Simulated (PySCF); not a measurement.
A structure optimised at r2SCAN-D4/def2-SVP, used in a PySCF frequency run:

```xyz
9

B     -1.1753     0.2814    -0.3342
As     0.5902    -0.5250     0.1713
H      0.1068    -1.4995     1.2263
H      1.0683     0.5469     1.1330
H     -2.0886    -0.4925    -0.5217
C     -1.3733     1.7998    -0.6278
H     -2.1134     2.1706     0.1088
H     -1.8564     1.9606    -1.6079
H     -0.4779     2.4343    -0.5531
```

Task: Write its SMILES and formula.

Result: CB[AsH2], CH6AsB

Task: What are its rotational constants (standard atomic weights)?

Result: 30.376, 3.2727, 3.0773 GHz
